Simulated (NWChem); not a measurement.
# SeICl; SMILES Cl[Se]I

Computed with NWChem. Medium grid unless said otherwise, to which SCAN and Minnesota functionals are sensitive. All runs use the structure optimised with PBE0/def2-SVP. def2 effective core potentials on I; no spin-orbit coupling.

Q: Order these by “dipole (D)”, lowest first: TPSSh/def2-SVP; MN15-L/def2-SVP; PBE/def2-SVP; SCAN/def2-SVP.

A: PBE/def2-SVP (0.86), TPSSh/def2-SVP (0.98), SCAN/def2-SVP (1.04), MN15-L/def2-SVP (1.14)
